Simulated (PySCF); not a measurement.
SrH₂: bend–stretch map

These are results of PySCF, PBE0, basis Sr x2c-TZVPall, H x2c-TZVPall (spin-free X2C, no spin–orbit coupling, density fitting), not measurements.

Rigid scan from the singlet minimum (Sr–H 2.153 Å (×2); H–Sr–H 125.9°). Coordinate: rows scale both bonds, columns set the H–Sr–H angle. Energies in kJ/mol from the minimum.

Q: Give the energy map for rows 0.94, 0.97, 1.00, 1.03, 1.06, 1.10 and columns 90, 105, 120, 135, 150, 165, 180.

A: 
| scale \ angle | 90 | 105 | 120 | 135 | 150 | 165 | 180 |
| --- | --- | --- | --- | --- | --- | --- | --- |
| 0.94 | 28.9 | 13.8 | 9.4 | 13.7 | 23.3 | 32.7 | 36.6 |
| 0.97 | 24.5 | 8.1 | 2.3 | 4.6 | 11.8 | 19.2 | 22.3 |
| 1.00 | 25.1 | 7.7 | 0.5 | 1.1 | 6.4 | 12.1 | 14.5 |
| 1.03 | 29.7 | 11.5 | 3.2 | 2.4 | 5.9 | 10.2 | 12.0 |
| 1.06 | 37.7 | 18.7 | 9.6 | 7.5 | 9.6 | 12.7 | 14.1 |
| 1.10 | 52.3 | 32.7 | 22.5 | 19.1 | 19.7 | 21.5 | 22.4 |

Q: And the size of the dipole moment (D) on the same grid?

A: 
```tsv
scale \ angle	90	105	120	135	150	165	180
0.94	7.84	7.09	6.19	5.08	3.67	1.95	0.00
0.97	8.10	7.31	6.35	5.17	3.71	1.95	0.00
1.00	8.34	7.51	6.51	5.27	3.75	1.96	0.00
1.03	8.57	7.71	6.66	5.37	3.80	1.98	0.00
1.06	8.79	7.89	6.80	5.46	3.85	2.00	0.00
1.10	9.06	8.13	6.98	5.58	3.92	2.02	0.00
```

The bond scale of lowest energy on the grid is 0.97 at 90°, 1.00 at 105°, 1.00 at 120°, 1.00 at 135°, 1.03 at 150°, 1.03 at 165°, 1.03 at 180°.

Other isomers or separated fragments may lie lower.

The scan took 28 s on 2 threads of a shared INTEL XEON PLATINUM 8581C @ 2.30GHz (Emerald Rapids) host; the process peaked at 0.74 GiB. Launch command: `OMP_NUM_THREADS=2 python axn.py task.json out`.
